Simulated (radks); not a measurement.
The numbers below are computed, except where a source is named.
Q: The mean radii <r> (bohr) of the occupied orbitals of an atom or ion are listed with their occupations. Code: a radial shooting solver on a logarithmic mesh with Libxc functionals. Model: non-relativistic Kohn-Sham, TPSS, spin-polarised, spherical densities, point nucleus; meta-GGA in the generalised Kohn-Sham scheme.

| orbital | occ. | <r> |
|---|---|---|
| 1s up | 1 | 0.03309 |
| 1s down | 1 | 0.03309 |
| 2s up | 1 | 0.1437 |
| 2s down | 1 | 0.1437 |
| 2p up | 3 | 0.1229 |
| 2p down | 3 | 0.1229 |
| 3s up | 1 | 0.3898 |
| 3s down | 1 | 0.3898 |
| 3p up | 3 | 0.3821 |
| 3p down | 3 | 0.3820 |
| 3d up | 5 | 0.3543 |
| 3d down | 5 | 0.3542 |
| 4s up | 1 | 0.8947 |
| 4s down | 1 | 0.8952 |
| 4p up | 3 | 0.9289 |
| 4p down | 2 | 0.9299 |

Name the element and its charge. Open shells, if any, are filled with parallel spins first.

A: Z = 46, palladium, charge +11: Pd11+ in [Ar] 3d10 4s2 4p5. The 1s radius gives Z: for a bare nucleus <r> = 1.5/Z, 0.03261 bohr for Z = 46, and screening makes it slightly larger (0.03309 here). The occupations add up to 35, and the charge is Z minus that.
